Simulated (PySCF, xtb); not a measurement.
Mg(I)(SiH3) (H₃IMgSi), SMILES [SiH3][Mg][I].

GFN2-xTB (xtb) at its own geometry gives an orbital gap of 3.44 eV and a dipole moment of 7.68 D.

Geometry optimised at PBE-D3(BJ)/def2-SVP. The def2 effective core potentials stand for the cores of I; spin–orbit coupling is left out.

Question: What does PBE/def2-TZVPD in PySCF give? (The exact figures need the calculation; the answer reports its results.)

Answer: gap 4.29 eV (levels -6.41 and -2.12 eV), dipole 1.28 D.
